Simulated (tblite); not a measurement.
Question: Write a Z-matrix for InChI=1S/C5H10ClFSi/c1-2-5(8)4(6)3-7/h2,4H,3H2,1,8H3/q+1/t4-/m0/s1 as optimised with GFN2-xTB. (Charge +1 and doublet state.)

Answer: 
Z-matrix in Å and degrees, rows numbered from 1:
```
C 
C   1  1.4803
C   2  1.3321  1  127.70
Si  3  1.9815  2  115.87  1   155.49
C   3  1.4828  2  127.09  1   -19.19
Cl  5  1.8020  3  107.77  2   108.06
C   5  1.5306  3  113.60  2  -129.05
F   7  1.3682  5  109.92  3   -48.97
H   1  1.0859  2  112.91  3     1.63
H   1  1.0910  2  110.00  3  -120.14
H   1  1.0925  2  108.29  3   124.52
H   2  1.0850  1  113.68  3   175.48
H   4  1.4690  3   97.07  2    89.28
H   4  1.4535  3  104.33  2  -143.74
H   4  1.4637  3  106.95  2   -24.47
H   5  1.0956  3  110.56  2    -7.88
H   7  1.0952  5  110.30  3    68.78
H   7  1.0932  5  111.28  3  -168.17
```

C2 (carbon bonded to 2 C and H) is planar (angles 127.7°, 118.5° and 113.7°, sum 359.9°, 0.03 Å off the plane of its three neighbours). C3 (carbon bonded to 2 C and Si) is planar (angles 127.1°, 116.8° and 115.9°, sum 359.8°, 0.04 Å off the plane of its three neighbours). The C–C distances run from 1.332 Å (C2–C3, drawn single) to 1.531 Å (C5–C7, drawn single), a spread of 0.199 Å. Si4 (silicon bonded to C and 3 H) is distorted tetrahedral (angles from 97.1° to 123.2°).

Structure optimised with GFN2-xTB, isolated species. This method treats the open shell by occupation alone, without spin polarisation.

Point group: C1 (no symmetry element, even within 0.4 Å). Its GFN2-xTB frequencies are all real (lowest 23 cm⁻¹). Torsions: C1–C2–C3–Si4 155°, C2–C3–C5–Cl6 108°, C3–C5–C7–F8 -49°. 3 starts were optimised and ended at 0.00, 1.65 and 4.76 kcal/mol (GFN2-xTB); the lowest of these is shown.

One conformer stands for the species.

These are computed values.
